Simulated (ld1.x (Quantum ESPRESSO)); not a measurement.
## sulfur: one change to an ultrasoft potential, before and after

ld1.x (Quantum ESPRESSO) 7.5 input, shortened:

```
&input
   title='S', zed=16., rel=1, dft='PBESOL', iswitch=3,
   config='[Ne] 3s2 3p3 3d-2'
 /
 &inputp
   pseudotype=3, tm=.true., lloc=-1, rcloc=0.95,
   nlcc=.false.,
   which_augfun='PSQ', rmatch_augfun_nc=.true.
 /
6
3S  1  0   2.00   0.00  1.10  1.40  0.0
3S  1  0   0.00  -1.15  1.10  1.40  0.0
3P  2  1   3.00   0.00  1.15  1.45  0.0
3P  2  1   0.00   0.25  1.15  1.45  0.0
3D  3  2  -2.00   0.10  1.05  1.20  0.0
3D  3  2  -2.00   1.55  1.05  1.20  0.0
 &test
   configts(1)='3s2 3p3'
 /
```

Change: core correction a·sin(br)/r model core inside 0.86 bohr.

Cutoffs: the cutoffs (Ry, on a coarse ladder) from which the occupation-weighted sum of valence levels, in a spherical-Bessel basis at the reference potential, stays within 10 and 1 mRy of its value at 400 Ry; they do not see the model core or the augmentation charge, which bear on the density cutoff. Errors are all-electron minus pseudo energies relative to the spin-unpolarised reference configuration.

Task: How do hardness, ghosts and transferability respond?

Result: The potential gets neither clearly harder nor softer (18 Ry and 40 Ry → 18 Ry and 40 Ry); of the 7 tests that both files solve, the error grows in 0 and shrinks in 6 by more than 15 % and 0.3 meV (median size 4.3 → 2.4 meV); neither file shows a bound ghost. Exchange and correlation are not linear in the density, so unscreening with the valence charge alone errs where core and valence overlap; a model core restores that term. A model core, the more so a compact one, raises the density cutoff, which this test does not measure.

| quantity | base | changed |
| --- | --- | --- |
| cutoff, loose | 18 Ry | 18 Ry |
| cutoff, tight | 40 Ry | 40 Ry |
| bound ghosts | none | none |
| error for 3s2 3p4, meV [ΔE -11.73 eV] | +1.4 | +1.5 |
| error for 3s2 3p2, meV [ΔE 22.24 eV] | +1.3 | +0.2 |
| error for 3s2 3p1, meV [ΔE 56.24 eV] | +17 | +6.4 |
| error for 3s1 3p4, meV [ΔE 10.85 eV] | +2.5 | -0.8 |
| error for 3s0 3p6, meV [ΔE 8.95 eV] | +14 | +2.6 |
| error for 3s2 3p0, meV [ΔE 103.00 eV] | +70 | +25 |
| error for 3s1 3p5, meV [ΔE -1.45 eV] | +4.3 | +2.4 |
| s: phases at 1.60 bohr within 0.05 rad from the reference energy up to (Ry; the scan ends near 5) | 2.8 | 2.8 |
| p: phases at 1.60 bohr within 0.05 rad from the reference energy up to (Ry; the scan ends near 5) | to the end of the scan | to the end of the scan |
| d: phases at 1.60 bohr within 0.05 rad from the reference energy up to (Ry; the scan ends near 5) | to the end of the scan | to the end of the scan |
| lowest overlap eigenvalue by channel | s 0.40, p 0.70, d 0.94 | s 0.40, p 0.70, d 0.94 |
